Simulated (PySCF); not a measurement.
# From orbital energies to excitation energies

Compound: SnH2Me(OSiMe3), C₄H₁₄OSiSn.
Z-matrix (Å and degrees, PBE0-D3(BJ)/def2-SVP geometry), rows numbered from 1:
```
Sn
H   1  1.7185
H   1  1.7185  2  111.24
C   1  2.1357  2  113.29  3  -128.89
H   4  1.0994  1  110.55  2    63.61
H   4  1.0987  1  109.32  2   -56.69
H   4  1.0986  1  109.38  2  -175.99
O   1  1.9846  2  107.22  3   116.89
Si  8  1.6626  1  135.72  2   -61.36
C   9  1.8818  8  110.14  1   -61.69
C   9  1.8741  8  107.31  1   178.55
C   9  1.8820  8  110.26  1    58.68
H  10  1.1023  9  111.15  8  -178.34
H  10  1.1022  9  111.45  8    61.63
H  10  1.1017  9  110.87  8   -58.39
H  11  1.1012  9  110.62  8    59.07
H  11  1.1019  9  111.27  8   179.25
H  11  1.1011  9  110.78  8   -60.43
H  12  1.1023  9  111.52  8   -61.43
H  12  1.1017  9  110.91  8    58.59
H  12  1.1020  9  111.15  8   178.54
```

The calculation used TDDFT wB97X-D/def2-SVPD, vertical, gas phase, core orbitals frozen in the response, def2 core potentials past Kr (PySCF 2.14.0, density-fitted response routines). Spin–orbit coupling is left out.

Orbital energies (eV): HOMO-3 -10.64, HOMO-2 -10.37, HOMO-1 -9.59, HOMO -9.44, LUMO 1.44, LUMO+1 1.73, LUMO+2 1.93.

Question: Among the lowest singlets, which states do these configurations lead, and at what energies: HOMO-1→LUMO+1, HOMO→LUMO, HOMO→LUMO+1?

Answer: 

| state | leading configuration | weight | Δε (eV) | E (eV) | E − Δε (eV) | f | other configurations |
| --- | --- | --- | --- | --- | --- | --- | --- |
| S1 | HOMO→LUMO | 0.62 | 10.89 | 6.60 | -4.29 | 0.019 | H→L+2 (9%), H-3→L (8%) |
| S3 | HOMO→LUMO+1 | 0.77 | 11.18 | 7.43 | -3.75 | 0.0061 | H→L+2 (10%) |
| S6 | HOMO-1→LUMO+1 | 0.61 | 11.32 | 7.71 | -3.61 | 0.037 | H-2→L+1 (12%) |

E − Δε runs from -4.29 to -3.61 eV. Among themselves, these states come in the order of their orbital differences. Δε is the difference of the two orbital energies.

H and L stand for HOMO and LUMO. The other states: S2 6.91 eV, f 0.064, H-1→L (54%), H-2→L (17%), H-1→L+2 (9%); S4 7.60 eV, f 0.0060, H→L+2 (53%), H→L+3 (10%); S5 7.65 eV, f 0.037, H-2→L (54%), H-1→L+2 (15%), H-1→L+1 (12%); S7 7.80 eV, f 0.027, H-3→L (45%), H→L+3 (22%), H-3→L+1 (12%); S8 7.87 eV, f 0.094, H-1→L+2 (34%), H-2→L+2 (27%), H-1→L+3 (15%); S9 8.26 eV, f 0.199, H-1→L+4 (16%), H-1→L+3 (12%), H-2→L+1 (10%); S10 8.27 eV, f 0.203, H→L+4 (14%), H→L+3 (13%), H-3→L+1 (11%).

Triplets, Tamm–Dancoff:

| state | E (eV) | λ (nm) | main configurations (H = HOMO, L = LUMO) |
| --- | --- | --- | --- |
| T1 | 6.23 | 198.9 | H→L (56%), H→L+2 (11%), H-3→L (11%) |
| T2 | 6.49 | 191.2 | H-1→L (53%), H-1→L+2 (11%), H-2→L (9%) |
| T3 | 6.96 | 178.1 | H-2→L+2 (25%), H-2→L+1 (23%), H-1→L+1 (17%) |
| T4 | 6.99 | 177.3 | H→L+1 (46%), H-3→L+1 (18%), H-3→L+3 (11%) |

Summed over the main configurations (up to three a state, each over 8%) of all 10 singlets, the electron leaves HOMO with weight 2.68, HOMO-1 with weight 2.26, HOMO-2 with weight 1.20 and HOMO-3 with weight 0.77.

One conformer stands for the species.
